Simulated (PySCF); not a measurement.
SiH₂Br₂, SMILES Br[SiH2]Br. Geometry optimised at r2SCAN-D4/def2-SVP.

Give the equilibrium geometry at r2SCAN-D4/def2-SVP (PySCF confirms it by a frequency run) as a Z-matrix, and its point group. (Estimate from the structure and the level; the computed values follow.)

point group C2v.
```
Si
H 1 1.4837
H 1 1.4837 2 112.30
Br 1 2.2202 2 108.36 3 -119.66
Br 1 2.2202 2 108.36 3 119.66
```
Charge 0, spin multiplicity 1.
